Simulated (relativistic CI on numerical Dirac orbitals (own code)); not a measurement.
# V²⁰⁺: q coefficients and field-shift factors

These numbers are calculated, not measured: Dirac-Coulomb-Breit CI, separate exchange-only KLI orbitals for each configuration, derivatives by finite differences, unscaled Slater integrals, QED left out (own radial code, finite nucleus).

Configuration list (outside the closed core 1s2): 2s, 2p, 3s, 3p, 3d. Levels of other configurations are missing.

With x = (α/α₀)² − 1 an excitation energy changes as ω = ω₀ + qx; K = 2q/ω₀ is the relative enhancement. Terms are leading LS components, so labels can repeat. The field-shift factor is F = δν/δ⟨r²⟩ for the transition from the lowest level.

Lowest level 2s 2S_1/2.

| Level | ω₀ (cm⁻¹) | q (cm⁻¹) | K | F (GHz/fm²) |
| --- | --- | --- | --- | --- |
| 2p 2P°_1/2 | 344272 | 13450 | 0.0781 | -58.7 |
| 2p 2P°_3/2 | 419437 | 89810 | 0.428 | -58.8 |
| 3s 2S_1/2 | 7118882 | 68230 | 0.0192 | -37.5 |
| 3p 2P°_1/2 | 7214445 | 71840 | 0.0199 | -54.5 |
| 3p 2P°_3/2 | 7236626 | 94400 | 0.0261 | -54.6 |
| 3d 2D_3/2 | 7271985 | 93750 | 0.0258 | -54 |
| 3d 2D_5/2 | 7279013 | 100800 | 0.0277 | -54 |

At this charge energies of transitions that change n are usually good to better than 1 %, and those within a shell (Δn = 0) to a few per cent.
